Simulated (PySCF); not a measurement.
# Working out the ionisation energy of Te²⁺

Te²⁺ [Kr] 4d10 5s2 5p2 (3P) → Te³⁺ [Kr] 4d10 5s2 5p1 (2P). All numbers are calculated (PySCF 2.14, scalar relativity through the core potential, in aug-cc-pwCVDZ-PP with ECP28MDF (6s5p4d1f, 48 functions)). Frozen: nothing. Energies in hartree (1 hartree = 27.21139 eV):

| part | Te²⁺ (lower) | Te³⁺ (upper) |
| --- | --- | --- |
| UHF | -266.041610 | -265.051856 |
| CCSD correlation | -0.432437 | -0.418791 |
| (T) | -0.005841 | -0.005651 |

What does Hartree-Fock give?

(-265.051856) − (-266.041610) = 0.989754 hartree = 26.933 eV.

What do CCSD and CCSD(T) give?

The CCSD correlation energies differ by 0.013646 hartree = 0.371 eV and the triples by 0.000190 hartree = 0.005 eV, so CCSD gives 27.304 eV and CCSD(T) 27.309 eV.

Reference: 27.84 ± 0.04 eV (measured; NIST Atomic Spectra Database, ionization energies), between the lowest levels; spin-orbit coupling is absent from the calculation.

A double-zeta basis recovers only part of the correlation energy.

What remains against the reference includes basis incompleteness and higher excitations.
